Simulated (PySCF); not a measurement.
Circular dichroism: `CC#C[Si@H]1P[Si@@H](F)P1`, C3H7FP2Si2

Geometry:
```tsv
atom	x (Å)	y (Å)	z (Å)
C1	3.679	0.783	0.244
C2	2.367	0.228	0.017
C3	1.274	-0.242	-0.181
Si4	-0.418	-0.904	-0.460
P5	-1.599	-0.956	1.499
Si6	-2.993	0.402	0.355
F7	-3.128	1.811	1.126
P8	-1.721	0.671	-1.489
H9	3.901	0.785	1.311
H10	3.717	1.807	-0.128
H11	4.429	0.187	-0.275
H12	-0.398	-2.193	-1.164
H13	-2.298	-2.115	1.202
H14	-4.372	-0.028	0.180
H15	-2.442	-0.228	-2.258
```

Theory: TDDFT PBE0/def2-SVPD circular dichroism and optical rotation, one conformer, gas phase (PySCF). Geometry: GFN2-xTB.

Task: List the lowest 8 singlet excitations with oscillator and rotatory strengths.

Result: Rotatory strengths R in 10⁻⁴⁰ esu² cm², velocity form and length form (origin at the centre of mass); f in length form.
```csv
state,E (eV),λ (nm),f,R (velocity),R (length),main
1,4.50,276,0.006,-0.3,-0.3,HOMO→LUMO 0.98
2,4.78,260,0.006,0.0,0.0,HOMO→LUMO+1 0.99
3,4.88,254,0.006,0.0,0.0,HOMO→LUMO+2 0.97
4,5.49,226,0.002,-0.1,-0.1,"HOMO−1→LUMO 0.45, HOMO−2→LUMO+1 0.39"
5,5.60,221,0.005,-3.1,-3.1,"HOMO→LUMO+3 0.38, HOMO−1→LUMO 0.31"
6,5.62,221,0.004,+1.9,+1.8,"HOMO−2→LUMO 0.54, HOMO−1→LUMO+1 0.36"
7,5.65,219,0.029,+5.1,+4.9,"HOMO→LUMO+3 0.56, HOMO−2→LUMO+1 0.26"
8,6.10,203,0.087,+1.0,+1.0,"HOMO−2→LUMO 0.28, HOMO−1→LUMO+1 0.26"
```

Among the states computed, the strongest CD band (largest |R|) is state 7. The largest dissymmetry factor in size, g = 4R/(D+G), with D and G the electric and magnetic dipole strengths, is -0.0053 for state 5 (velocity form, f = 0.005), among bands with |R| over 0.5. The mirror image has the same energies and oscillator strengths and all R with the opposite sign.
